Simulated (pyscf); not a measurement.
H₃C–Zn–NH₂ (SMILES [CH3][Zn][NH2]), singlet

Gas-phase minimum from PySCF at ωB97X-D3(BJ)/def2-SVP, one conformer. 

```
Zn
N 1 1.8181
H 2 1.0159 1 121.61
H 2 1.0160 3 108.07 1 147.86
C 1 1.9350 4 160.33 2 -171.66
H 5 1.1027 1 111.87 4 -74.89
H 5 1.1030 6 107.45 1 -122.51
H 5 1.1030 6 107.40 7 -115.03
```

Properties at ωB97X-D3(BJ)/def2-SVP:

| Item | Value |
|---|---|
| Harmonic wavenumbers, unscaled | 15, 142, 148, 260, 552, 639, 695, 706, 721, 1231, 1445, 1446, 1548, 3060, 3155, 3158, 3602, 3687 cm⁻¹ |
| Zero-point energy | 37.5 kcal/mol |
| Rotational symmetry number | 1 |
| Entropy of this conformer at 298 K and 1 atm, rigid rotor and harmonic oscillator, modes under 100 cm⁻¹ raised to 100 | 312.8 J/(mol K) |
| Dipole moment | 0.78 D |

Single-point totals, which compare only within one level (frozen core for MP2 and CC):

| level | total energy (hartree) |
|---|---|
| ωB97X-D3(BJ)/def2-TZVP | -1875.31406 |
| PBE/def2-TZVP | -1874.91278 |
| r²SCAN/def2-TZVP | -1875.23411 |
| B3LYP-D3(BJ)/def2-TZVP | -1875.37099 |
| PBE0-D3(BJ)/def2-TZVP | -1874.94316 |
| M06-2X/def2-TZVP | -1875.22914 |
| ωB97M-D3(BJ)/def2-TZVP | -1875.35850 |
| HF/def2-TZVPP | -1873.06434 |
| MP2/def2-TZVPP | -1874.31669 |
| CCSD/def2-TZVPP | -1874.25188 |
| CCSD(T)/def2-TZVPP | -1874.28640 |

The lowest mode is so soft that the shape along it may change with the basis. Soft torsions are taken as harmonic, which can shift the entropy by several J/(mol K). The CCSD(T) − MP2 part came from Ansatz, without density fitting, on the same reference. The frozen core leaves the outer d or s,p core shells of the metals and heavy elements correlated in the MP2 and CC values, and def2-TZVPP describes them poorly, so these totals are far from the basis limit. Elements up to Kr have no core potential and no relativistic terms here.
